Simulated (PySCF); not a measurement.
The Rh–H bond energy of RhH₃

Method: PBE0 in PySCF with Rh def2-TZVP with ECP28, H def2-TZVP; scalar-relativistic core potentials, no spin–orbit coupling; density-fitted integrals.

Each entry is the lowest minimum that a search over a few typed start shapes (and spin states, where more than one is plausible) found, or that minimum re-optimised at the stated level; isomers with ligand–ligand bonds, or fragments after loss of a ligand pair, can lie lower.

Total energies (Eh), which compare only within these settings: H atom -0.50106.

| species | 2S+1 | group | E (Eh) | ZPE (kJ/mol) |
| --- | --- | --- | --- | --- |
| RhH₂ | 2 | C2v | -111.69272 | 30.6 |
| RhH₃ | 1 | C3v | -112.30386 | 54.8 |

What are De and D0 for RhH₃ → RhH₂ + H?

De = [(-111.69272) + (-0.50106) − (-112.30386)] × 2625.5 = 289 kJ/mol. The zero-point energy changes by -24.2 kJ/mol, so D0 = 265 kJ/mol.

Atoms and open shells are unrestricted, without spin–orbit or basis-set superposition corrections.

One determinant describes each species, so states of open d or f shells may be missed.
